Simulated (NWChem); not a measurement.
## CdSe in NWChem

```xyz
2

Cd     0.0000     0.0000     0.9796
Se     0.0000     0.0000    -1.3830
```
Charge 0, spin multiplicity 1.

Program: NWChem. Structure: optimised with PBE0/def2-SVP with def2 effective core potentials on Cd, a minimum by its harmonic frequencies.

Symmetry labels belong to the abelian group C2v used in the runs, with the axes of the coordinates shown; states degenerate in a higher group split over its labels.

Effective core potentials replace the inner electrons of Cd; spin-orbit coupling is left out. The correlated methods keep 13 core orbitals frozen. The structure started from a generated list of species.

Q: List the 4 singlet excitations that EOM-CCSD/def2-SVPD with def2 effective core potentials on Cd, 13 core orbitals frozen gives, with oscillator strengths.

A: 
```tsv
state	symmetry	energy (eV)	wavelength (nm)	f
1	b2	0.67	1863	0.002
2	b1	0.67	1863	0.002
3	a1	3.50	354	0.053
4	a2	3.97	312	0.000
```
These are the lowest roots of each symmetry, so higher states are missing between them.
